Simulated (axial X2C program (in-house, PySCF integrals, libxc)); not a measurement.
**Working with the constants of HI⁻**

A bond curve at the PBE0 level, 2c, was computed with an in-house all-electron X2C program for linear molecules (integrals from PySCF) (basis I dyall-acv3z [12s13p9d5f1g], H dyall-av3z [7s3p2d] (cores contracted in-house)) for the state Ω = 1/2 (⟨Sz⟩ = 0.50, ⟨Lz⟩ = 0.00 at PBE0). Its fit gives Re = 2.3018 Å, ωe = 531.8 cm⁻¹, ωexe = 29.5 cm⁻¹ and αe = 1.139e-01 cm⁻¹; the masses are 126.9045 and 1.0078 u. Two-component means X2C with spin–orbit coupling and atomic mean-field Coulomb and Gaunt terms.

Problem. Find the reduced mass, Be and the force constant.

Solution. From the PBE0 values: μ = 0.9999 u. Be = 16.8576/(μ Re²) = 3.182 cm⁻¹. k = 5.8918×10⁻⁷ μ ωe² = 0.167 mdyn/Å.

Problem. Estimate De from a Morse curve and compare with the computed well depth of 0.269 eV to I- + H.

Solution. De(Morse) = ωe²/(4ωexe) = 0.297 eV against 0.269 eV computed, a ratio of 1.10. For De the Morse form works well here.

Problem. Estimate the centrifugal constant by the Kratzer relation.

Solution. D = 4Be³/ωe² = 4.56e-04 cm⁻¹.

Problem. Where do the fundamental and the first overtone lie?

Solution. ν(1←0) = ωe − 2ωexe = 472.8 cm⁻¹; ν(2←0) = 2ωe − 6ωexe = 886.6 cm⁻¹.

Problem. Scale the constants to the deuteride (D 2.0141 u) within the Born–Oppenheimer picture.

Solution. ρ = √(μH/μD) = 0.7101; ωe = 377.7, ωexe = 14.9, Be = 1.605 cm⁻¹; the zero-point energy falls by 73 cm⁻¹.

One determinant describes the state; a PBE0 search over occupations chose it and may have missed a lower one. Dissociation energies refer to the lowest single-determinant-based atoms at the same level and basis. Density functionals use the spin component along the axis (collinear). The highest occupied level of some functionals is positive through self-interaction error; at Hartree–Fock it is bound. The levels of this run spread widely (ωe from 325 to 536 cm⁻¹), so these constants depend on the method. The bond is weak, and without diffuse functions and with truncated virtuals even CCSD(T) can be tens of per cent off in De.
